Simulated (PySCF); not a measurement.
AsH2, SMILES [AsH2], multiplicity 2.

Geometry: PBE0-D3(BJ)/def2-TZVPD. The isomer is the one that the SMILES or the coordinates give; other isomers of the formula were not compared.

Level of theory: PySCF with PBE0-D3(BJ)/def2-TZVPD.

Frequencies are harmonic and unscaled.

```json
[
 {"mode": "1", "ν (cm⁻¹)": "1001", "IR (km/mol)": "19.7", "moving atoms (share of kinetic energy)": "H 99 %"},
 {"mode": "2", "ν (cm⁻¹)": "2198", "IR (km/mol)": "95.0", "moving atoms (share of kinetic energy)": "H 99 %"},
 {"mode": "3", "ν (cm⁻¹)": "2209", "IR (km/mol)": "107.9", "moving atoms (share of kinetic energy)": "H 99 %"}
]
```
